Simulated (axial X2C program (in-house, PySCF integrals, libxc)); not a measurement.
**Bond lengths and stretching modes, held linear, of BrCuBr**

Computed with an in-house all-electron X2C program for linear molecules (integrals from PySCF): two-component X2C with atomic mean-field Coulomb and Gaunt terms, Gaussian nuclei, basis Br dyall-av3z, Cu dyall-v3z with contracted cores. Spin-free rows use the one-electron spin-free X2C Hamiltonian.

Masses Br 78.918, Cu 62.930, Br 78.918 u. States: 2c Ω = 3/2 (beyond evenly filled blocks: ω = 3/2); spin-free M_S = 1/2, Λ = 1 (beyond evenly filled blocks: π+α, π+β, π-α).

PBE0, 2c: energies above the lowest point

| r(Br–Cu) (Å) | r(Cu–Br) (Å) | E (meV) |
| --- | --- | --- |
| 2.1265 | 2.1265 | 41.36 |
| 2.1265 | 2.1810 | 20.06 |
| 2.1265 | 2.2355 | 39.20 |
| 2.1810 | 2.1265 | 20.06 |
| 2.1810 | 2.1810 | 0.00 |
| 2.1810 | 2.2355 | 20.19 |
| 2.1810 | 2.2901 | 71.81 |
| 2.2355 | 2.1265 | 39.20 |
| 2.2355 | 2.1810 | 20.19 |
| 2.2355 | 2.2355 | 41.25 |
| 2.2901 | 2.1810 | 71.81 |
| 2.2901 | 2.2901 | 146.45 |

**Question.** Fit a quadratic surface with cubic terms in each bond: where is the minimum, and what are the two stretching wavenumbers?

**Answer.** At PBE0, 2c: bonds 2.179 and 2.179 Å; harmonic stretches 218.9 and 401.3 cm⁻¹; force constants 2.18, 2.18 and coupling 0.05 mdyn/Å.

The other levels and Hamiltonians give:

```tsv
Hamiltonian	level	r(Br–Cu) (Å)	r(Cu–Br) (Å)	lower stretch (cm⁻¹)	upper stretch (cm⁻¹)
2c	HF	2.263	2.263	214.0	392.4
2c	BHandHLYP	2.203	2.203	222.0	409.3
2c	MP2	2.179	2.179	227.7	425.4
spin-free	PBE0	2.178	2.178	219.8	402.9
spin-free	HF	2.263	2.263	214.4	393.0
spin-free	BHandHLYP	2.203	2.203	222.3	409.7
spin-free	MP2	2.178	2.178	228.1	425.6
```

Each state is one determinant, the lowest of a limited PBE0 search; the stretches come from a fit to these few points and carry an uncertainty of a few per cent. Other orders of the atoms were not compared. MP2 freezes inner shells (threshold -2 hartree). The molecule was held linear; bending was not examined, so a bent shape may lie lower. Note: functional without a current term on a determinant with orbital currents, of the molecule or an atom.
